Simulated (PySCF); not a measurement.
**The 4-electron isoelectronic series, spin-free X2C**

All values are computed (PySCF 2.14, energy differences of UHF-based or UKS calculations, no spin-orbit coupling). Each ion has its own even-tempered basis scaled to its charge (19s8p5d5f4g for the first); frozen: nothing. Ionisation energies in eV.

```tsv
ion	configuration	UHF	LDA	PBE	PBE0	r2SCAN	MP2 (all electrons)	NIST (with spin-orbit, Breit and QED)
Ag⁴³⁺	[He] 2s2 (1S)	7081.2	7077.4	7086.5	7085.6	7079.8	7087.1	7082 ± 7 (s)
Cd⁴⁴⁺	[He] 2s2 (1S)	7413.6	7409.5	7419.0	7418.0	7412.1	7419.4	7414 ± 7 (s)
Sn⁴⁶⁺	[He] 2s2 (1S)	8104.0	8099.5	8109.6	8108.5	8102.4	8109.8	8103 ± 7 (s)
Sb⁴⁷⁺	[He] 2s2 (1S)	8462.2	8457.5	8467.9	8466.8	8460.5	8468.0	8455 ± 4 (t)
Te⁴⁸⁺	[He] 2s2 (1S)	8829.2	8824.3	8835.0	8833.9	8827.5	8835.0	8821 ± 4 (t)
I⁴⁹⁺	[He] 2s2 (1S)	9205.1	9200.1	9211.0	9209.9	9203.3	9210.9	9196 ± 4 (t)
Xe⁵⁰⁺	[He] 2s2 (1S)	9590.0	9584.8	9596.1	9594.9	9588.2	9595.8	9581 ± 4 (t)
Cs⁵¹⁺	[He] 2s2 (1S)	9984.1	9978.6	9990.2	9989.0	9982.1	9989.8	9974 ± 4 (t)
Ba⁵²⁺	[He] 2s2 (1S)	10387.3	10381.6	10393.6	10392.4	10385.3	10393.0	10376 ± 4 (t)
```

Q: Interpolate the row of In⁴⁵⁺.

A: configuration [He] 2s2 (1S); UHF 7754.5; LDA 7750.2; PBE 7760.0; PBE0 7758.9; r2SCAN 7752.9; MP2 (all electrons) 7760.3; NIST (with spin-orbit, Breit and QED) 7754 ± 7 (s).

Each ion has its own basis, which adds noise of up to about 0.1 % along the series.

NIST values marked (s) are semi-empirical, (t) theoretical. Open shells are high-spin determinants of the terms that Hund's rules give.

MP2 underrates the 2s², 2p² near-degeneracy of four-electron ions.
